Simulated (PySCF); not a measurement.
Sn(CF3)H3, CH₃F₃Sn.
Structure used (PBE0-D3(BJ)/def2-SVP), in Å, numbered top down from 1:
```
atom  x, y, z in Å
Sn1    0.002    0.005   -1.097
C2     0.000   -0.004    1.105
F3    -1.241    0.114    1.598
F4     0.723    1.007    1.607
F5     0.514   -1.140    1.597
H6     1.629   -0.020   -1.606
H7    -0.791    1.430   -1.597
H8    -0.836   -1.391   -1.607
```

Theory: PySCF, TDDFT wB97X-D/def2-SVPD, vertical, gas phase, core orbitals frozen in the response, def2 core potentials past Kr. Spin–orbit coupling is left out.

Ground-to-excited transition dipoles (e·a0, same axes as the geometry; the sign carries no meaning), for the states with f of 0.002 or more among the lowest 8:

| state | E (eV) | μx | μy | μz |
| --- | --- | --- | --- | --- |
| S4 | 8.482 | -0.133 | -0.028 | -1.168 |
| S5 | 8.484 | 0.037 | -0.203 | 0.079 |
| S6 | 8.488 | 0.153 | 0.025 | -1.048 |
| S7 | 8.676 | 0.458 | -0.831 | -0.004 |
| S8 | 8.676 | 0.831 | 0.458 | 0.001 |

Task: What oscillator strength does each state have?

Result: f = (2/3) ΔE |μ|² with ΔE in hartree (27.2114 eV).

```csv
state,|μ|² (au),|μ| (D),f
S4,1.384,2.99,0.288
S5,0.049,0.56,0.010
S6,1.122,2.69,0.233
S7,0.901,2.41,0.192
S8,0.901,2.41,0.192
```

Task: Which bond between heavy atoms lies closest to the direction of the S4 transition dipole?

Result: Sn1–C2, at 7° from it; next C2–F4 at 63°.

Task: What angle do the transition dipoles of S5 and S6 make?

Result: |cos θ| = |μa·μb| / (|μa| |μb|) = 0.35, so θ ≈ 69° (taken between 0 and 90°, since the signs are arbitrary).

S7/S8 coincide within about 0.01 eV; within a degenerate level the directions of the single components are arbitrary.

The vertical ionisation energy (ΔSCF) is 11.23 eV, 2.56 eV above S8.
